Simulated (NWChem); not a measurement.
Species: C5H3N; SMILES N#C/C=C/C#C

```xyz
9

C     -0.1180    -3.0366     0.0000
C      0.1262    -1.8341     0.0000
C      0.4538    -0.4578     0.0000
C     -0.4711     0.5478     0.0000
C     -0.1125     1.9246     0.0000
N      0.1590     3.0687     0.0000
H     -0.3428    -4.0946     0.0000
H      1.5271    -0.1965     0.0000
H     -1.5486     0.3134     0.0000
```
Atoms are numbered in this order, from 1.

Level: PBE-D3(BJ)/def2-SVP (NWChem), optimised geometry, unscaled harmonic frequencies. 

```csv
frequency (cm⁻¹),IR intensity (km/mol)
120,1.1
127,1.7
241,4.9
365,8.1
499,5.7
525,0.0
540,0.0
647,32.8
654,38.8
825,3.9
926,37.2
1006,0.2
1043,10.2
1222,0.9
1254,0.3
1613,14.4
2145,11.0
2261,13.0
3088,1.4
3114,2.2
3403,95.1
```

```yaml
zero_point_energy: 36.6 kcal/mol
thermal correction to the enthalpy at 298.15 K (with zero-point energy): 41.1 kcal/mol
heat capacity Cv: 20.8 cal/(mol K)
entropy at 298.15 K and 1 atm (symmetry number 1): 76.7 cal/(mol K)
dipole_moment: 3.92 D
```

Rigid rotor and harmonic oscillator.
